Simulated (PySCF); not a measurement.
**Polarisability and C₆ of Ag⁺ (silver, charge +1)**

[Kr] 4d9 5s1, high-spin 3D determinant (an excited configuration). All numbers are calculated (PySCF 2.14, scalar relativity by spin-free X2C-1e, in x2c-QZVPPall with one added diffuse shell each of s, p, d, f, g type (14s9p8d5f3g, 143 functions)). Coupled (time-dependent) response in atomic units; α is the mean over directions.

| method | mean α (bohr³) | α xx, yy, zz | C₆ (like pair) | S(−4) |
| --- | --- | --- | --- | --- |
| PBE0 | 25.14 | 25.48, 25.48, 24.45 | 155.4 | 426.2 |

S(−4) is the Cauchy moment in α(ω) = α(0) + S(−4) ω² + …

Spin-orbit coupling is absent.

α(iu) at PBE0:

```tsv
u (hartree)	α(iu) (bohr³)
0	25.14
0.0500	24.13
0.100	21.66
0.200	16.11
0.300	12.17
0.500	8.015
0.750	5.613
1.00	4.291
1.50	2.827
2.00	2.021
3.00	1.178
5.00	0.5386
```

A single London oscillator, α(iu) = α/(1 + u²/ω²), gives C₆ = (3/4) ω α². Matching the computed C₆ needs ω = 4 × 155.4 / (3 × 25.14²) = 0.328 hartree.

For an ion, C₆ is the dispersion term alone; charge-induced terms of lower order in 1/R come first.

The components differ because the open shell of this determinant is not spherical; for a pure term their mean is the scalar polarisability.
